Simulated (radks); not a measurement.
The numbers below are computed, except where a source is named.
Q: The technetium ion Tc3+, configuration [Kr] 4d2 5s2 (not the ground configuration). Code: a radial shooting solver on a logarithmic mesh with Libxc functionals. Model: Dirac Kohn-Sham, PBE, spin-unpolarised, spherical densities, finite nucleus; open shells are shared between the two j in proportion to 2j + 1; Fermi nuclear charge, rms radius 4.4112 fm. Some entries of the table are withheld. Estimate them.

orbital  occ.  eigenvalue (hartree)  <r^2> (bohr^2)
1s1/2       2             -768.0364        0.001586
2s1/2       2             -110.9013         0.02632
2p1/2       2             -102.3846             (1)
2p3/2       4             -98.03942             (2)
3s1/2       2             -20.58900             (3)
3p1/2       2                   (4)             (5)
3p3/2       4                   (6)             (7)
3d3/2       4             -10.80582          0.1888
3d5/2       6             -10.66584          0.1919
4s1/2       2              -4.15387           1.218
4p1/2       2              -3.17420           1.420
4p3/2       4              -3.05810           1.487
4d3/2     0.8              -1.56770           2.365
4d5/2     1.2              -1.55302           2.399
5s1/2       2              -1.15242           6.893

A: 
(1) 2p1/2 <r^2> (bohr^2): 0.01983
(2) 2p3/2 <r^2> (bohr^2): 0.02119
(3) 3s1/2 <r^2> (bohr^2): 0.1974
(4) 3p1/2 eigenvalue (hartree): -17.31712
(5) 3p1/2 <r^2> (bohr^2): 0.1947
(6) 3p3/2 eigenvalue (hartree): -16.58966
(7) 3p3/2 <r^2> (bohr^2): 0.2046
